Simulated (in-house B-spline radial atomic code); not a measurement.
Whole-atom quantities along the 10-electron series, configuration [He] 2s2 2p6. Breit and QED terms are first order and not part of the total energy; the density at the nucleus is averaged over the nuclear charge. Computed with a radial B-spline atomic code at the basis-set limit: Dirac-Hartree-Fock, average of the configuration, finite nuclei.

| ion | Z | E/Z² (Eh) | Σ<r²> (bohr²) | n(0)/Z³ (bohr⁻³) | Lamb diamagnetic shielding (ppm) | repulsion over attraction | Breit energy (eV) | self-energy (eV) | vacuum polarisation (eV) | Dirac less non-relativistic energy (Eh) |
| --- | --- | --- | --- | --- | --- | --- | --- | --- | --- | --- |
| Ne | 10 | -1.2869 | 9.3646 | 0.64398 | 553.39 | 0.17349 | 0.45279 | 0.30623 | -0.016337 | -0.14483 |
| Mg2+ | 12 | -1.383 | 4.7102 | 0.66637 | 697.2 | 0.15359 | 0.86425 | 0.59309 | -0.034181 | -0.31923 |
| Al3+ | 13 | -1.4228 | 3.627 | 0.67755 | 769.05 | 0.14457 | 1.144 | 0.79141 | -0.047244 | -0.45139 |
| Si4+ | 14 | -1.4582 | 2.886 | 0.68859 | 840.96 | 0.13632 | 1.4801 | 1.0326 | -0.063732 | -0.62168 |
| P5+ | 15 | -1.4898 | 2.3544 | 0.69967 | 912.95 | 0.12883 | 1.8778 | 1.3217 | -0.084194 | -0.83697 |
| S6+ | 16 | -1.5182 | 1.9588 | 0.71084 | 985.05 | 0.12202 | 2.3426 | 1.6635 | -0.10922 | -1.1047 |
| Cl7+ | 17 | -1.5439 | 1.6561 | 0.72204 | 1057.28 | 0.11584 | 2.8797 | 2.0633 | -0.13945 | -1.433 |
| Ar8+ | 18 | -1.5673 | 1.419 | 0.7336 | 1129.65 | 0.1102 | 3.4945 | 2.5264 | -0.17555 | -1.8305 |
| K9+ | 19 | -1.5886 | 1.2296 | 0.74568 | 1202.18 | 0.10506 | 4.1923 | 3.0579 | -0.21825 | -2.3065 |
| Ca10+ | 20 | -1.6081 | 1.0758 | 0.75793 | 1274.89 | 0.10035 | 4.9786 | 3.6635 | -0.2683 | -2.8709 |
| Sc11+ | 21 | -1.6261 | 0.94924 | 0.77036 | 1347.78 | 0.096018 | 5.8588 | 4.3486 | -0.32654 | -3.5343 |
| Ti12+ | 22 | -1.6428 | 0.84376 | 0.7833 | 1420.87 | 0.092032 | 6.8382 | 5.119 | -0.3938 | -4.3078 |
| V13+ | 23 | -1.6583 | 0.75491 | 0.79694 | 1494.17 | 0.08835 | 7.9224 | 5.9803 | -0.471 | -5.2033 |

Q: With what power of Z does the column «Σ<r²> (bohr²)» change over this range?

A: A fit of the logarithm of its size against log Z from Z = 10 to 23 has slope -2.94. Unscreened non-relativistic hydrogenic orbitals would give -2.
